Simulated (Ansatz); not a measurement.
Consider the hydrogenolysis of the Si–N bond: `C=N[SiH2]N[SiH3]` + H₂ → `[SiH3]N[SiH3]` + `C=N`.

Gas-phase electronic energies from Ansatz, PBE0-D4/def2-TZVP geometries. CBS: MP2 limit from def2 TZ/QZ plus the TZ coupled-cluster correction, frozen cores. This one scheme is used for every species. DFT in def2-TZVPP. B3LYP here is the variant with VWN-RPA as its local correlation; programs differ in this. HSE06 is defined as in plane-wave codes. Each species was taken in one conformer, which may not be the lowest.

```tsv
level	ΔE (kJ/mol)
revPBE-D4	34.4
BLYP-D4	34.9
HSE06-D4	27.7
B3LYP	21.0
r2SCAN0	29.0
LC-ωPBE	21.0
HF/def2-QZVPP	14.2
MP2/CBS(def2)	40.1
```

(1) What does CCSD(T)/CBS give? (Best estimate.)

(2) What do rigid-rotor, harmonic-oscillator terms from PBE0-D4/def2-TZVP frequencies (298.15 K, 1 bar) make of the CCSD(T)/CBS value? (An estimate is asked.)

Largest T1 diagnostic among the species: 0.012.

Answers

(1) Computed: +30.5 kJ/mol. The listed levels differ from it by 3.9, 4.4, -2.8, -9.5, -1.5, -9.5, -16.3, 9.6 kJ/mol.

(2) The calculation gave: ΔZPE = +16.8 kJ/mol, ΔH = +43.7 kJ/mol, ΔS = 51 J/(mol·K), ΔG = +28.3 kJ/mol. Modes under 50 cm⁻¹ make the entropy rough.

At CCSD(T), def2-SVP lies −18.9 kJ/mol from the extrapolated value and def2-TZVPP −3.4 kJ/mol. In def2-TZVPP, CCSD(T) changes the Hartree–Fock value by +13.7 kJ/mol (the triples alone add +4.3 kJ/mol) and MP2 by +23.3 kJ/mol.
